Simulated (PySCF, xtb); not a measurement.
propylene glycol cation (C3H8O2), SMILES C(O)C(O)C (connectivity only; charge and spin as stated), charge +1, multiplicity 2. Atoms are numbered in the order given.

```xyz
13

C      1.8340     0.1003     0.4313
C      0.4925     0.4703    -0.1280
O     -0.2575     1.3730     0.5353
C     -0.5114    -1.0625    -0.1802
O     -1.6400    -0.8458    -0.8559
H      2.4928     0.9945     0.3531
H      1.7851    -0.1964     1.4998
H      2.3123    -0.7121    -0.1472
H      0.4358     0.6728    -1.2182
H      0.0369     1.4668     1.4704
H      0.1816    -1.7077    -0.7534
H     -0.5966    -1.2852     0.9038
H     -2.3592    -0.4986    -0.2816
```
Charge +1, spin multiplicity 2.

The structure is a stationary point at PBE-D3(BJ)/def2-SVP. The multiplicity is an assumed one; no other spin state was optimised. One conformer was computed; it need not be the lowest.

Level of theory: IEF-PCM-M06-2X/def2-SVP run with PySCF 2.14.0.

The values are the electrostatic part of the solvation free energy, E(continuum) − E(gas) at the gas-phase geometry, in a cavity of scaled van der Waals radii (PySCF's table); cavitation and dispersion terms are not included.

```tsv
solvent	ε	ΔG(elec) (kcal/mol)
water	78.36	-64.5
ethylethanoate	5.99	-53.8
cyclohexanone	15.62	…
```

Question: Fill in the missing entries. (Estimate from the structure and the level; the computed values follow.)

Answer: 
- cyclohexanone, ΔG(elec) (kcal/mol): -60.9

For comparison, GFN2-xTB/ALPB(water) (xtb, at the GFN2-xTB geometry, all terms of that model) gives -65.6 kcal/mol.
